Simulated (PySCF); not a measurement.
# How methods differ on the ionisation energy of Cr(13+)

Cr(13+) [Ne] 3s1 (2S) → Cr(14+) [Ne] (1S), as a difference of total energies. Computed with PySCF 2.14 in an uncontracted even-tempered set (18 s from 0.81 bohr⁻², ratio 2.5; 11 p from 1.1 bohr⁻², ratio 2.5; 5 d from 4.4 bohr⁻², ratio 2.7; 4 f from 6.6 bohr⁻², ratio 2.7), with the spin-free X2C one-electron Hamiltonian (Gaussian nucleus). Correlated levels: outer shells: 1s2 frozen; virtual orbitals above 40 to 60 times the deepest correlated orbital energy dropped. The calculations carry no spin-orbit coupling.

| method | ionisation energy (eV) |
| --- | --- |
| UHF | 383.59 |
| MP2 (outer shells) | 384.17 |
| SCS-MP2 (outer shells) | 384.06 |
| CCSD (outer shells) | 384.17 |
| CCSD(T) (outer shells) | 384.18 |

Problem. How much does correlation contribute at CCSD(T) (outer shells)?

Solution. 384.18 − (383.59) = 0.59 eV, measured against UHF.

For comparison: 384.16 eV (semi-empirical (NIST evaluation); NIST Atomic Spectra Database, ionization energies).
